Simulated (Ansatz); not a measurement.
`C[SiH]1N=C1F` + NH₃ → `N[SiH]1N=C1F` + CH₄ at 500 K and 1 bar (ligand exchange at the Si–C bond).

Program: Ansatz. Geometries: PBE0-D4/def2-TZVP. ΔE: electronic, gas phase. CBS: MP2 limit from def2 TZ/QZ plus the TZ coupled-cluster correction, frozen cores. This one scheme is used for every species. Each species was taken in one conformer, which may not be the lowest.

```
       species  CCSD(T)/CBS energy (Eh)  H − E (kJ/mol)  S (J/(mol·K))
`C[SiH]1N=C1F`               -522.03748           191.8          379.8
           NH₃                -56.50880           108.2          211.8
`N[SiH]1N=C1F`               -538.11155           163.8          373.4
           CH₄                -40.46206           135.6          206.8
```

H − E and S are ideal-gas, rigid-rotor, harmonic terms from PBE0-D4/def2-TZVP, for one conformer and one mirror image of each species. 1 Eh = 2625.50 kJ/mol, R = 8.31446 J/(mol·K).

Q: By hand: ΔE, ΔH, ΔS and ΔG.

A: ΔE = (-538.11155) + (-40.46206) − (-522.03748) − (-56.50880) = -0.02733 Eh = -71.8 kJ/mol. Δ(H − E) = 163.8 + 135.6 − 191.8 − 108.2 = -0.6, so ΔH = -72.4 kJ/mol. ΔS = 373.4 + 206.8 − 379.8 − 211.8 = -11.4 J/(mol·K). ΔG = -72.4 − 500 × (-11.4)/1000 = -66.7 kJ/mol.

Q: By hand: the equilibrium constant, and the temperature at which ΔG would vanish if ΔH and ΔS stayed fixed.

A: log₁₀ K = −ΔG/(RT ln 10) = 7.0. ΔG = 0 at ΔH/ΔS = 6351 K, far beyond where these terms or the molecules hold.

The number of gas molecules stays the same, so ΔS is small and ΔH decides. A doubt of 5 kJ/mol in ΔE shifts log₁₀ K by 0.5 here. Other conformers and mirror images would add mixing entropy, several J/(mol·K) or more a flexible species. These are equilibria of isolated gas molecules and say nothing of rates. Largest T1 diagnostic: 0.014 (customary marks: 0.02 for closed shells, 0.045 for open ones).
